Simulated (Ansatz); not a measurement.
Born–Oppenheimer molecular dynamics of FH3O2Si (7 atoms, charge 0, multiplicity 1). It goes on from the last frame of an earlier run, with new velocities.

Level of theory: RKS r2SCAN-D4/def2-SVP in Ansatz 0.2.0.

```
ensemble        : NVT, Nosé–Hoover chain
time step       : 4 fs
steps asked     : 40
set temperature : 100 K
thermostat      : time constant 100 fs, chain length 5
seed            : 880063
```

First frame:

```xyz
7
Properties=species:S:1:pos:R:3
Si -0.389 -0.408 -0.250
F -0.027 -0.189 1.313
H 1.160 -1.050 -0.688
O -0.858 0.958 -0.997
H -1.544 0.687 -1.627
O -1.448 -1.662 -0.277
H -2.043 -1.804 0.566
```

**Question.** What does the run give?

**Answer.** All steps were run.

| Quantity | Value |
| --- | --- |
| steps done | 40 |
| time covered | 160 fs |
| mean temperature over the second half | 7688 K |
| spread of the potential energy over the second half | 39.5 meV per atom |
| mean potential energy of the second half above the start | 2251.7 meV per atom |

The conserved energy changed by up to 60000 meV per atom, so the integration failed: the time step of 4 fs is too long for the fastest motions that this run met, and the later frames carry no physical meaning.

**Question.** What happens to the structure?

**Answer.** Parted: Si1–H3 1.73 → 20.46 Å, O4–H5 0.97 → 21.93 Å, O6–H7 1.04 → 9.11 Å. It ends as FO2Si + H + H + H. Pairs count as bonded within 1.25 times the sum of covalent radii (0.12 Å more for H–H). This is one draw of velocities; another would differ in detail.

**Question.** How do temperature and energy run in time?

**Answer.** 
```json
{"time (fs)": "0", "T (K)": "100", "potential energy less start (eV)": "0.000", "conserved less start (meV/atom)": "0.00"}
{"time (fs)": "4", "T (K)": "7189", "potential energy less start (eV)": "0.675", "conserved less start (meV/atom)": "770.60"}
{"time (fs)": "8", "T (K)": "25412", "potential energy less start (eV)": "8.188", "conserved less start (meV/atom)": "4167.45"}
{"time (fs)": "12", "T (K)": "67827", "potential energy less start (eV)": "14.429", "conserved less start (meV/atom)": "14012.59"}
{"time (fs)": "16", "T (K)": "126444", "potential energy less start (eV)": "15.035", "conserved less start (meV/atom)": "37729.05"}
{"time (fs)": "20", "T (K)": "37426", "potential energy less start (eV)": "14.754", "conserved less start (meV/atom)": "37727.21"}
{"time (fs)": "24", "T (K)": "16502", "potential energy less start (eV)": "14.187", "conserved less start (meV/atom)": "37691.65"}
{"time (fs)": "28", "T (K)": "8772", "potential energy less start (eV)": "14.659", "conserved less start (meV/atom)": "37762.75"}
{"time (fs)": "32", "T (K)": "5866", "potential energy less start (eV)": "14.672", "conserved less start (meV/atom)": "37833.98"}
{"time (fs)": "36", "T (K)": "3492", "potential energy less start (eV)": "14.938", "conserved less start (meV/atom)": "37835.04"}
{"time (fs)": "40", "T (K)": "3192", "potential energy less start (eV)": "14.336", "conserved less start (meV/atom)": "37833.83"}
{"time (fs)": "44", "T (K)": "2893", "potential energy less start (eV)": "13.535", "conserved less start (meV/atom)": "37785.35"}
{"time (fs)": "48", "T (K)": "2789", "potential energy less start (eV)": "13.698", "conserved less start (meV/atom)": "37881.82"}
{"time (fs)": "52", "T (K)": "3557", "potential energy less start (eV)": "13.487", "conserved less start (meV/atom)": "38013.94"}
{"time (fs)": "56", "T (K)": "2267", "potential energy less start (eV)": "13.758", "conserved less start (meV/atom)": "38015.97"}
{"time (fs)": "60", "T (K)": "3454", "potential energy less start (eV)": "12.642", "conserved less start (meV/atom)": "38045.05"}
{"time (fs)": "64", "T (K)": "2716", "potential energy less start (eV)": "9.233", "conserved less start (meV/atom)": "37574.99"}
{"time (fs)": "68", "T (K)": "1287", "potential energy less start (eV)": "10.703", "conserved less start (meV/atom)": "37705.25"}
{"time (fs)": "72", "T (K)": "1703", "potential energy less start (eV)": "9.031", "conserved less start (meV/atom)": "37539.55"}
{"time (fs)": "76", "T (K)": "47557", "potential energy less start (eV)": "14.091", "conserved less start (meV/atom)": "44274.55"}
{"time (fs)": "80", "T (K)": "93303", "potential energy less start (eV)": "16.091", "conserved less start (meV/atom)": "59616.43"}
{"time (fs)": "84", "T (K)": "28674", "potential energy less start (eV)": "16.295", "conserved less start (meV/atom)": "59618.48"}
{"time (fs)": "88", "T (K)": "12807", "potential energy less start (eV)": "16.317", "conserved less start (meV/atom)": "59618.00"}
{"time (fs)": "92", "T (K)": "7076", "potential energy less start (eV)": "16.234", "conserved less start (meV/atom)": "59617.17"}
{"time (fs)": "96", "T (K)": "4477", "potential energy less start (eV)": "16.122", "conserved less start (meV/atom)": "59616.99"}
{"time (fs)": "100", "T (K)": "3137", "potential energy less start (eV)": "15.989", "conserved less start (meV/atom)": "59616.87"}
{"time (fs)": "104", "T (K)": "2390", "potential energy less start (eV)": "15.836", "conserved less start (meV/atom)": "59616.37"}
{"time (fs)": "108", "T (K)": "1914", "potential energy less start (eV)": "15.701", "conserved less start (meV/atom)": "59615.83"}
{"time (fs)": "112", "T (K)": "1556", "potential energy less start (eV)": "15.611", "conserved less start (meV/atom)": "59615.82"}
{"time (fs)": "116", "T (K)": "1279", "potential energy less start (eV)": "15.549", "conserved less start (meV/atom)": "59615.79"}
{"time (fs)": "120", "T (K)": "1058", "potential energy less start (eV)": "15.507", "conserved less start (meV/atom)": "59615.44"}
{"time (fs)": "124", "T (K)": "848", "potential energy less start (eV)": "15.505", "conserved less start (meV/atom)": "59615.40"}
{"time (fs)": "128", "T (K)": "653", "potential energy less start (eV)": "15.533", "conserved less start (meV/atom)": "59615.66"}
{"time (fs)": "132", "T (K)": "501", "potential energy less start (eV)": "15.560", "conserved less start (meV/atom)": "59615.68"}
{"time (fs)": "136", "T (K)": "388", "potential energy less start (eV)": "15.582", "conserved less start (meV/atom)": "59615.54"}
{"time (fs)": "140", "T (K)": "296", "potential energy less start (eV)": "15.606", "conserved less start (meV/atom)": "59615.66"}
{"time (fs)": "144", "T (K)": "237", "potential energy less start (eV)": "15.619", "conserved less start (meV/atom)": "59615.80"}
{"time (fs)": "148", "T (K)": "218", "potential energy less start (eV)": "15.610", "conserved less start (meV/atom)": "59615.62"}
{"time (fs)": "152", "T (K)": "213", "potential energy less start (eV)": "15.595", "conserved less start (meV/atom)": "59615.54"}
{"time (fs)": "156", "T (K)": "211", "potential energy less start (eV)": "15.581", "conserved less start (meV/atom)": "59615.63"}
{"time (fs)": "160", "T (K)": "220", "potential energy less start (eV)": "15.559", "conserved less start (meV/atom)": "59615.57"}
```

Run time: 14 min on 1 thread of Arm Neoverse V1, with other jobs on the host, peak memory 0.15 GiB.
